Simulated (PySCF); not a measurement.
Gas-phase reaction: 2 InBr3 + 2 Cl2 = 2 InCl2 + 3 Br2

Energies from PySCF (xtb for GFN2), thermal terms from the rigid-rotor harmonic-oscillator model, ideal gas at 1 bar. † marks an energy on the PBE0/def2-TZVP geometry and frequencies; other levels use their own. MP2 and CCSD(T) freeze the core. Open shells (unrestricted): InCl2 (multiplicity 2); the rest are closed-shell singlets. GFN2 has no spin-polarisation term. In: scalar-relativistic def2 core potential, no spin-orbit coupling. Br: all electrons, no relativistic terms. InCl2: computed as isolated molecules; such fragments, hydroxides, amides, oligomers or adducts are transient or little studied in the gas. MP2 isn't extrapolated to the basis-set limit; its ΔH°(298 K) is 384.8 kJ in def2-SVP and 388.0 kJ in def2-TZVPP. CCSD(T) isn't extrapolated to the basis-set limit; its ΔH°(298 K) is 360.0 kJ in def2-SVP and 364.1 kJ in def2-TZVPP. The harmonic model lacks anharmonicity and excited electronic states, which grow with temperature; levels with a mode under 35 cm⁻¹ are left out. Soft modes under 120 cm⁻¹ make the harmonic entropy rough for InBr3, InCl2.

| level | ΔE electronic, kJ | ΔH°(298 K), kJ | ΔS°(298 K), J/K | ΔG°(600 K), kJ |
|---|---|---|---|---|
| BLYP/def2-TZVP† | 262 | 257 | 168 | 158 |
| CCSD(T)/def2-SVP† | 365 | 360 | 168 | 260 |
| CCSD(T)/def2-TZVPP† | 369 | 364 | 168 | 265 |
| GFN2-xTB | 217 | 211 | 168 | 111 |
| M06-2X/def2-TZVP† | 357 | 352 | 168 | 252 |
| MP2/def2-SVP† | 390 | 385 | 168 | 285 |
| PBE0/def2-SVP† | 305 | 300 | 168 | 201 |
| r2SCAN/def2-TZVP† | 336 | 331 | 168 | 231 |
| ωB97M-V/def2-TZVP† | 359 | 354 | 168 | 254 |
| ωB97X-V/def2-TZVP† | 368 | 363 | 168 | 263 |
ΔH° is lowest at GFN2-xTB and highest at MP2/def2-SVP†. No reference value is set beside these.
